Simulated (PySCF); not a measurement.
Choosing a molecule for a target property.

Each SMILES stands for a single optimised conformer of the isolated species, non-relativistic unless stated. Electronic properties by PySCF.

Dipoles, sizes and rotational constants follow the conformer. The torsions of the flexible species, by atom-mapped SMILES:
- `[CH2:1][CH2:2][CH2:3][CH:4]=[CH2:5]`: C1–C2–C3–C4 -65°, C2–C3–C4–C5 -115°
- `[F:1][CH:2]([F:3])[S:4][C:5]1=[N:6][S:7][NH:8][CH:9]1`: F1–C2–S4–C5 -128°, C2–S4–C5–N6 8°
- `[CH2:1]=[CH:2]/[C:3](=[CH:4]/[F:5])[C:6]([CH3:7])[CH:8]=[O:9]`: C1–C2–C3–C4 48°, C2–C3–C6–C7 -173°, C3–C6–C8–O9 3°
- `[SiH3:1][CH2:2][C:3]1[CH2:4][C@@H:5]2[CH2:6][C@H:7]12`: Si1–C2–C3–C4 80°
- `[CH2:1]=[C:2][CH:3]([CH3:4])[CH3:5]`: C1–C2–C3–C4 5°

Question: Wanted: isotropic g value below 2.0024 (unrestricted B3LYP/pcH-1, mean-field spin–orbit) and smallest rotational constant above 1 GHz (GFN2-xTB), at GFN2-xTB geometries. Which candidate meets both?
A. `FC(F)SC1=NSN[CH]1` [radical]
B. `[SiH3]C[C]1C[C@@H]2C[C@H]12` [radical]
C. `C=C/C(=C/F)[C](C)C=O` [radical]
D. `C=[C]C(C)C` [radical]
E. `[CH2]CCC=C` [radical]

Answer: D. Computed values:
| species | isotropic g value | smallest rotational constant |
| --- | --- | --- |
| C=[C]C(C)C [radical] | 2.00218 | 2.895 GHz |
| [CH2]CCC=C [radical] | 2.00262 | 2.569 GHz |
| [SiH3]C[C]1C[C@@H]2C[C@H]12 [radical] | 2.00277 | 1.265 GHz |
| FC(F)SC1=NSN[CH]1 [radical] | 2.00356 | 0.574 GHz |
| C=C/C(=C/F)[C](C)C=O [radical] | 2.00487 | 0.882 GHz |
